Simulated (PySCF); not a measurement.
Mapped SMILES: `[BH2:1][NH:2][SiH2:3][NH2:4]`. Hydrogens are named by the atom that carries them.

Geometry: PBE0-D3(BJ)/def2-SVP; GIAO shifts from PySCF, gas phase, non-relativistic, averaged over equivalent atoms.

At PBE0/pcSseg-2 (249 basis functions, 37 s wall time on 1 thread of an Arm Neoverse V1, shared host):
```
 atoms  δ (ppm)
    B1     44.7
    N2    147.6
    N4     22.6
   Si3    -26.1
 H(B1)     5.20
H(Si3)     5.08
 H(N2)     4.92
 H(N4)     0.74
```

References, each an isolated molecule treated in the same way: ¹¹B (σref 99.07) against BF3·OEt2; ¹⁵N (σref 261.69) vs NH3; ²⁹Si (σref 341.29) and ¹H (σref 31.25) vs TMS.

Q: Predict the values at BHandHLYP/pcSseg-2 on the same geometry.

A: 
```csv
atoms,δ at BHandHLYP/pcSseg-2,change
B1,45.5,+0.8
N2,138.8,-8.8
N4,19.9,-2.7
Si3,-30.9,-4.8
H(B1),4.98,-0.22
H(Si3),4.79,-0.29
H(N2),4.59,-0.33
H(N4),0.80,+0.06
```

δ = σ(ref) − σ, references computed at the same level: ¹¹B (σ = 103.56 ppm) vs BF3·OEt2; NH3 for ¹⁵N (σ = 259.78 ppm); ²⁹Si (σ = 345.75 ppm) and ¹H (σ = 31.45 ppm) against TMS.

The largest change is at N2 (nitrogen bonded to B, Si, H). Cost: 249 basis functions, 40 s wall time on 1 thread of an Arm Neoverse V1, shared host.

Experimental scales use liquid or dissolved standards, which lie at an offset from isolated NH3 (liquid NH3: subtract about 20 ppm).
